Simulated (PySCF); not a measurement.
An unknown shows these calculated signals:

1H NMR (400 MHz, computed): δ 6.72 (m, 1H), 6.59 (m, 1H), 6.52 (m, 1H), 5.70 (m, 1H), 5.69 (m, 1H), 5.63 (m, 1H), 5.60 (m, 1H), 2.99 (m, 2H).

13C{1H} NMR (computed): δ 145.7 (CH), 144.6 (C), 140.9 (CH), 140.6 (CH), 134.9 (C), 131.6 (CH2), 127.4 (CH2), 40.9 (CH2).

Relativity neglected, one conformer, averaged over atoms made equivalent by symmetry, fast rotation or ring inversion, in vacuum. PBE0/pcSseg-1 with gauge-including orbitals; GFN2-xTB structure; PySCF 2.14.

Referencing at the same level of theory: TMS for 1H (31.72 ppm), 13C (186.93 ppm).

Task: Which of these does the molecule contain: a nitrile, a non-aromatic C=C double bond, a (CH3)2CH unit, a CF3 group, a vinyl group CH=CH2, a C≡C triple bond?

Result: 
- A nitrile: no.
- A non-aromatic C=C double bond: yes.
- A (CH3)2CH unit: no.
- A CF3 group: yes (δC 134.9).
- A vinyl group CH=CH2: yes (δC 127.4, 145.7; δH 5.60 (m), 5.70 (m), 6.72 (m)).
- A C≡C triple bond: no.

The data belong to SMILES C=C/C=C/C(=C)CC(F)(F)F, C8H9F3; they needn't prove each group on their own.

Carbon signals by region: 7 in the sp2 and nitrile region (100–160 ppm), 1 below 50 ppm.

Splittings by 19F in the carbon and heteronuclear signals aren't shown, as no couplings were computed. Shifts are as computed. Against solution values, carbons near 30 ppm lie about +3 ppm off and those near 130 ppm about +5 ppm. Of 1211 compounds with measured shifts, 218 miss one by over three times the rms of a fit or turn the order of signals round; such compounds aren't used in these exercises. No couplings were computed; multiplicities are counted from neighbouring protons, with m where these are inequivalent, close in shift, in a saturated or five-membered ring or joined by F or P, and br s for small geminal =CH2 splittings.
